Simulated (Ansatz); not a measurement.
`O[BH][AlH2]` and `O[BH][GaH2]` differ in one atom or group.

Ansatz, PBE0-D4/def2-TZVP geometries, multiplicity 1. Each molecule was computed in one conformer, which needn't be the lowest.

Scalar relativity is left out up to krypton.

```
                                        property  `O[BH][AlH2]`
             HOMO energy (B3LYP/def2-TZVPP) / eV          -6.83
               LUMO energy (PBE/def2-TZVPP) / eV          -2.31
  size of the dipole moment (PBE/def2-TZVPP) / D           2.16
            HOMO–LUMO gap (PBE0/def2-TZVPP) / eV           5.47
  zero-point energy (PBE0-D4/def2-TZVP) / kJ/mol          105.2
size of the dipole moment (B3LYP/def2-TZVPP) / D           2.13
```

Give the same properties after the change, and the shifts. (Estimate.)

Ansatz gave: 
```
                                        property  `O[BH][GaH2]`  shift
             HOMO energy (B3LYP/def2-TZVPP) / eV          -6.94  -0.11
               LUMO energy (PBE/def2-TZVPP) / eV          -2.39  -0.08
  size of the dipole moment (PBE/def2-TZVPP) / D           2.30   0.14
            HOMO–LUMO gap (PBE0/def2-TZVPP) / eV           5.54   0.07
  zero-point energy (PBE0-D4/def2-TZVP) / kJ/mol          105.6    0.4
size of the dipole moment (B3LYP/def2-TZVPP) / D           2.32   0.19
```

Dipoles are sizes alone; their direction can turn.

B3LYP here is the variant with VWN-RPA as its local correlation; programs differ in this.
